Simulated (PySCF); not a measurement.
A set of runs on AsMe5 (`[As](C)(C)(C)(C)C`); the geometry of each is named by its level. Settings lines and outputs come from a driver script.

Species: AsMe5, C₅H₁₅As.
Bonds: As1–C2, As1–C6, As1–C10, As1–C14, As1–C18. Hydrogens: H3, H4, H5 on C2; H7, H8, H9 on C6; H11, H12, H13 on C10; H15, H16, H17 on C14; H19, H20, H21 on C18.

Step 1: PBE0-D3(BJ)/def2-SVP geometry optimisation, gas phase (PySCF 2.14.0) (from the GFN2-xTB geometry)
```json
{"job": {"xc": "PBE0", "basis": "def2-SVP", "d3": "d3bj", "grid": 1, "maxiter": 40, "shake": 0.03, "kind": "geom"}, "charge": 0, "multiplicity": 1}
```
```
step   0  E = -2434.39891587  max force = 0.098944
step   1  E = -2434.42929252  max force = 0.014811
step   2  E = -2434.43041742  max force = 0.004290
step   3  E = -2434.43051605  max force = 0.004120
step   4  E = -2434.43066937  max force = 0.000928
step   5  E = -2434.43068599  max force = 0.000392
step   6  E = -2434.43070183  max force = 0.000826
step   7  E = -2434.43071360  max force = 0.000451
step   8  E = -2434.43071958  max force = 0.000135
optimisation converged
```

Final energy -2434.43072 Eh after 8 steps; dipole 0.02 D. Energies in Eh; «max force» is the largest Cartesian gradient component in Eh/bohr.

Step 2: TDDFT wB97X-D/def2-SVPD, vertical, gas phase, core orbitals frozen in the response (PySCF 2.14.0, density-fitted response routines) (on the PBE0-D3(BJ)/def2-SVP geometry)
```json
{"job": {"kind": "uv", "xc": "wB97X-D", "basis": "def2-SVPD", "ip": false, "nstates": 10}, "charge": 0, "multiplicity": 1}
```
```
...
Static polarisability (au): isotropic 100.273, principal 95.282 95.330 110.207
Singlet excitations
state   eV       nm        f      main configurations
  1   5.4380    228.0   0.00009   H->L 0.95
  2   6.0136    206.2   0.00001   H->L+3 0.94
  3   6.1941    200.2   0.04019   H->L+2 0.70, H->L+1 0.08
  4   6.2032    199.9   0.04048   H->L+1 0.71, H->L+2 0.08
  5   6.4683    191.7   0.12440   H->L+4 0.94
  6   6.9683    177.9   0.00410   H->L+5 0.41, H->L+6 0.37
  7   6.9871    177.4   0.00528   H->L+7 0.76
  8   7.3671    168.3   0.00139   H->L+8 0.50, H->L+6 0.25, H->L+5 0.14
  9   7.3896    167.8   0.00155   H->L+8 0.42, H->L+5 0.25, H->L+6 0.20
 10   7.4099    167.3   0.00203   H->L+9 0.86
Triplet excitations (Tamm-Dancoff, eV): 5.1508 5.4108 5.9771 5.9885
```

HOMO -7.15 eV, LUMO 2.06 eV; lowest singlet 5.44 eV; lowest triplet 5.15 eV (Tamm–Dancoff); mean polarisability 100.3 au.

Step 3: delta-SCF UKS SCAN, pcX-2 on the ionised atom, pcseg-1 elsewhere, spin-free X2C (PySCF 2.14.0) (on the PBE0-D3(BJ)/def2-SVP geometry)
```json
{"job": {"kind": "xps", "metal_2p": true}, "charge": 0, "multiplicity": 1}
```
```
...
ground state, core basis on atom 1 (C), 203 functions
  E(ground) = -2454.74468171 Eh
hole in C 1s of atom 1
  E(ion) = -2444.13009398 Eh   <S^2> = 0.7696   hole on atom = 1.000   binding energy = 288.838 eV
```

C1s of C2 288.84 eV; one atom stands for each set of equivalent ones. SCF cycles are left out; they run on a coarse grid, and E(ground) and E(ion) are re-evaluated on a finer one. The log counts atoms from 0, this text from 1.

Q: Which step took the most CPU time, and about what did each take on one thread, Arm Neoverse V2 (aarch64), no GPU (shared host)?

A: Step 1, about 60 % of the total. CPU time by step: 1: 2.1 min, 2: 69 s, 3: 14 s.

Geometry of the electronic-property runs (PBE0-D3(BJ)/def2-SVP):
```
atom  x, y, z in Å
As1   -0.0105    0.0011    0.0186
C2    -0.0051   -0.0278    2.0779
H3     0.3949   -0.9856    2.4508
H4    -1.0279    0.0966    2.4707
H5     0.6210    0.7880    2.4763
C6    -0.0122    0.0277   -2.0461
H7    -1.0340    0.1685   -2.4363
H8     0.3804   -0.9227   -2.4444
H9     0.6189    0.8478   -2.4271
C10    1.9565   -0.0370    0.0044
H11    2.3226   -0.5772   -0.8781
H12    2.3473   -0.4841    0.9272
H13    2.2985    1.0074   -0.0573
C14   -0.9594    1.7243    0.0211
H15   -0.8659    2.2316    0.9894
H16   -2.0212    1.5091   -0.1725
H17   -0.5822    2.3587   -0.7917
C18   -1.0269   -1.6829   -0.0170
H19   -0.2969   -2.4966   -0.1455
H20   -1.7136   -1.6936   -0.8733
H21   -1.5708   -1.8375    0.9234
```


wB97X-D is run here without its empirical dispersion term; that term would change no orbital, density or response property at a fixed geometry.
